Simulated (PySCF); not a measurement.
Compound: C₄H₇NSi.
Cartesian coordinates in Å at the GFN2-xTB level; atoms count from 1:
```
atom  x, y, z in Å
N1     3.548    0.463    0.776
C2     2.599   -0.106    0.486
C3     1.401   -0.782    0.103
Si4    0.081    0.483   -0.464
C5    -1.662   -0.192   -0.676
C6    -1.465    0.664    0.592
H7     1.034   -1.361    0.952
H8     1.641   -1.475   -0.705
H9     0.582    1.568   -1.286
H10   -1.886   -1.237   -0.512
H11   -2.314    0.232   -1.425
H12   -1.999    1.602    0.608
H13   -1.565    0.142    1.534
```

Level of theory: TDDFT PBE0/def2-SVPD, vertical, gas phase, core orbitals frozen in the response (PySCF).

Frontier orbitals with the atoms that hold most of them (Löwdin shares over 4%, at most four atoms; ? is withheld):

| orbital | ε (eV) | atoms |
| --- | --- | --- |
| LUMO+2 | 0.58 | Si4 18%, N1 14%, C3 12%, C2 12% |
| LUMO+1 | 0.32 | C3 20%, Si4 20%, C2 17%, H8 12% |
| LUMO | 0.07 | ? |
| HOMO | ? | Si4 29%, C5 26%, C6 25% |
| HOMO-1 | -8.66 | ? |
| HOMO-2 | -9.31 | N1 22%, C2 16%, Si4 13%, C5 12% |
| HOMO-3 | -9.53 | N1 48%, C2 36%, C3 9% |

(1) Which atoms hold the HOMO-1, and with what shares?

(2) Which atoms hold the LUMO, and with what shares?

(3) What is the HOMO energy, and the HOMO–LUMO gap?

Answers

(1) C6 (bonded to C, Si and 2 H) 23%; C5 (bonded to C, Si and 2 H) 21%; N1 (bonded to C) 16%; Si4 (bonded to 3 C and H) 11%. By element: carbon 44% or more, nitrogen 16%, silicon 11%.

(2) Si4 (bonded to 3 C and H) 32%; C6 (bonded to C, Si and 2 H) 12%; H9 (bonded to Si) 12%; C3 (bonded to C, Si and 2 H) 10%. By element: silicon 32%, carbon 22% or more, hydrogen 12% or more.

(3) ε(HOMO) = -7.24 eV; the gap is 7.31 eV (0.2687 hartree).

Task: How does S1 compare with the orbital gap of 7.31 eV?

Result: S1 is at 6.41 eV (f = 0.0087), 0.90 eV below the gap, made of HOMO→LUMO+1 (81%). Its leading pair isn't HOMO and LUMO; the energies of that pair differ by 7.56 eV. 

Task: One configuration dominates each of S1, S2 and S7. Which, and how do the shares of the two leading atoms of either orbital change from the occupied to the empty one?

Result: 
- S1 (6.41 eV, f 0.0087), HOMO→LUMO+1 (81%): Si4 29% → 20%, C5 26% → at most 12%, C3 at most 4% → 20%
- S2 (6.51 eV, f 0.197), HOMO→LUMO (89%): Si4 29% → 32%, C5 26% → at most 10%, C6 25% → 12%
- S7 (7.43 eV, f 0.0035), HOMO-1→LUMO (83%): C6 23% → 12%, C5 21% → at most 10%, Si4 11% → 32%

One conformer stands for the species.
